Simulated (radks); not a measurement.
Question: The mean radii <r> (bohr) of the occupied orbitals of an atom or ion are listed with their occupations. Calculated with a radial shooting solver on a logarithmic mesh with Libxc functionals: non-relativistic Kohn-Sham, PBE, spin-polarised, spherical densities, point nucleus.

orbital  occ.      <r>
1s up       1  0.01846
1s down     1  0.01846
2s up       1  0.07761
2s down     1  0.07761
2p up       3  0.06555
2p down     3  0.06555
3s up       1   0.1952
3s down     1   0.1952
3p up       3   0.1857
3p down     3   0.1857
3d up       5   0.1618
3d down     5   0.1618
4s up       1   0.4256
4s down     1   0.4255
4p up       3   0.4280
4p down     3   0.4279
4d up       5   0.4314
4d down     5   0.4312
4f up       7   0.4368
4f down     7   0.4359
5s up       1   0.8859
5s down     1   0.8851
5p up       3   0.9246
5p down     2   0.9243
5d up       1    1.018

Name the element and its charge. Open shells, if any, are filled with parallel spins first.

Answer: Z = 82, lead, charge +14: Pb14+ in [Kr] 4d10 4f14 5s2 5p5 5d1. The 1s radius gives Z: for a bare nucleus <r> = 1.5/Z, 0.01829 bohr for Z = 82, and screening makes it slightly larger (0.01846 here). The occupations add up to 68, and the charge is Z minus that.
